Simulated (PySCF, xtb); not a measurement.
WBr3, SMILES [Br][W]([Br])[Br] (connectivity only; charge and spin as stated), neutral, multiplicity 4.

Harmonic wavenumbers (cm⁻¹) from GFN2-xTB run with xtb at its own minimum, in rising order: 52, 64, 64, 228, 286, 286.

### Question
What does B3LYP-D3(BJ)/def2-SVP in PySCF give at its own minimum? (The exact figures need the calculation; the answer reports its results.)

### Answer
50, 61, 61, 235, 286, 286. Paired by order, the mean absolute difference is 2 cm⁻¹ and the zero-point energies are 1.4 and 1.4 kcal/mol.
